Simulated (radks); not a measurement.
Values are calculated unless marked as measured or tabulated.
Question: Species: the tin ion Sn3+. Configuration: [Ar] 3d10 4s2 4p5.75 4d10 5s1 4f0.25 (fractional occupations, a model configuration). Level of theory: Dirac Kohn-Sham, LDA (Slater exchange, Perdew-Wang correlation), spin-unpolarised, spherical densities, point nucleus; open shells are shared between the two j in proportion to 2j + 1 (a radial shooting solver on a logarithmic mesh with Libxc functionals). Some entries of the table are withheld. Estimate them.

orbital,occ.,eigenvalue (hartree),<r> (bohr)
1s1/2,2,-1065.559,0.02908
2s1/2,2,-161.8920,0.1252
2p1/2,2,-151.3873,0.1058
2p3/2,4,-142.9227,0.1112
3s1/2,2,-32.21233,(1)
3p1/2,2,-27.93805,(2)
3p3/2,4,-26.39246,(3)
3d3/2,4,-18.80784,0.3127
3d5/2,6,-18.48842,0.3163
4s1/2,2,-6.11110,0.8165
4p1/2,1.91667,(4),0.8619
4p3/2,3.83333,(5),0.8916
4d3/2,4,-2.15193,1.065
4d5/2,6,-2.11182,1.078
5s1/2,1,-1.38917,2.085
4f5/2,0.107143,-0.40694,3.833
4f7/2,0.142857,-0.40677,3.837

Answer: 
(1) 3s1/2 <r> (bohr): 0.3396
(2) 3p1/2 <r> (bohr): 0.3302
(3) 3p3/2 <r> (bohr): 0.3415
(4) 4p1/2 eigenvalue (hartree): -4.68335
(5) 4p3/2 eigenvalue (hartree): -4.39982
